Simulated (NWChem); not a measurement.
Species: CrH2SO3; SMILES [O]=[Cr]([OH])([OH])=[S]

```xyz
7

Cr     0.0507     0.2380     0.0000
O      1.5140     0.6842     0.0000
S     -0.0622    -1.7382     0.0000
O     -0.7337     0.8398    -1.4167
H     -0.2970     1.5946    -1.8366
O     -0.7337     0.8398     1.4167
H     -0.2970     1.5946     1.8366
```
Atoms are numbered in this order, from 1.

Program: NWChem. The geometry was optimised at PBE0/def2-SVP. Level B3LYP/def2-SVP: energy and gradient on several grids; changes count from the extra-fine grid, which is no exact limit either.

```
grid     size of the energy change (μHa)  largest change of a gradient component (μHa/bohr)
-------  -------------------------------  -------------------------------------------------
xcoarse                             3000                                               6000
coarse                              < 10                                                400
medium                              < 10                                                 40
fine                                < 10                                               < 30
xfine                               < 10                                               < 30
```
